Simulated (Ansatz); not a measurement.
Harmonic frequencies (cm⁻¹) at PBE0-D4/def2-TZVP from Ansatz: 42, 49, 82, 108, 186, 280, 384, 427, 467, 519, 529, 698, 729, 802, 911, 1095, 1150, 1179, 1196, 1308, 1380, 1401, 1448, 1450, 1473, 1482, 1510, 1860, 2952, 3010, 3032, 3062, 3102, 3125, 3150, 3164.

Each molecule was computed in one conformer, which needn't be the lowest.

Q: Which molecule is it?
A. `C[N](C)[In]([NH2])[OH]`
B. `CC(C)[O][InH2]`
C. `CC[O][InH][CH3]`
D. `[SiH3][In]([SiH3])[SiH3]`

A: C.
